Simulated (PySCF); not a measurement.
The group X on HS-X is varied. Gas-phase values, no solvent. One relaxed conformer stands for each flexible species; it need not be the lowest. Strings in code marks are SMILES.

The four lowest singlet excitations (Tamm–Dancoff). Computed with B3LYP-D3(BJ)/def2-TZVP in PySCF. B3LYP has the VWN-RPA correlation part, as in Gaussian. Excitations are Tamm–Dancoff values on a coarser integration grid. The basis has no diffuse functions, so Rydberg states are missing or too high.

```tsv
state	energy (eV)	wavelength (nm)	oscillator strength
S1	4.49	276	0.002
S2	5.82	213	0.007
S3	6.21	200	0.009
S4	7.52	165	0.033
```

Which member gives these states?
A. `CC(=O)OS` (O–C–O–S torsion -1°, C–O–S–H torsion 1°)
B. `CNS` (C–N–S–H torsion 61°)
C. `C[S@](=O)S` (O–S–S–H torsion 85°)
D. `COS` (C–O–S–H torsion 81°)

D, `COS` (C–O–S–H torsion 81°)
